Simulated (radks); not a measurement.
Q: K3+, configuration [Ne] 3s2 3p4. All-electron calculation, Dirac Kohn-Sham, PBE, spin-unpolarised, spherical densities, finite nucleus; open shells fill j = l - 1/2 first; Fermi nuclear charge, rms radius 3.4349 fm. Program: a radial shooting solver on a logarithmic mesh with Libxc functionals. Some entries of the table are withheld. Estimate them.

| orbital | occ. | eigenvalue (eV) | <r^2> (bohr^2) | r(max) (bohr) |
|---|---|---|---|---|
| 1s1/2 | 2 | -3565.706 | 0.008836 | 0.05301 |
| 2s1/2 | 2 | -395.7966 | 0.1775 | (1) |
| 2p1/2 | 2 | -324.6240 | 0.1503 | 0.2611 |
| 2p3/2 | 4 | -321.7207 | 0.1523 | 0.2630 |
| 3s1/2 | 2 | -72.3722 | 1.654 | 1.052 |
| 3p1/2 | 2 | -54.9772 | 1.938 | 1.102 |
| 3p3/2 | 2 | -54.6490 | 1.956 | 1.107 |
| 3d3/2 | 0 | -29.4120 | (2) | 1.200 |
| 3d5/2 | 0 | -29.3877 | (3) | 1.201 |
| 4s1/2 | 0 | -22.8188 | 9.831 | 2.750 |

A: 
(1) 2s1/2 r(max) (bohr): 0.3180
(2) 3d3/2 <r^2> (bohr^2): 2.928
(3) 3d5/2 <r^2> (bohr^2): 2.933
